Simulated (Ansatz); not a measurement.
A geometry relaxed with Ansatz (a program for electronic structure) with PBE0-D4/def2-TZVP, charge 0, multiplicity 1:

```xyz
9

H     -2.4935    -0.0168    -0.7661
Cl     2.1257     0.9680    -1.2265
C     -1.4822     0.2784    -0.4891
Si     1.3763    -0.4314     0.0871
H      2.3238    -1.5636     0.1697
H      1.2313     0.2757     1.3811
H     -1.4965     0.6974     0.5168
S     -0.4662    -1.2269    -0.5542
H     -1.1189     1.0192    -1.2000
```

**Question.** Write the SMILES of this molecule.

**Answer.** `CS[SiH2]Cl`
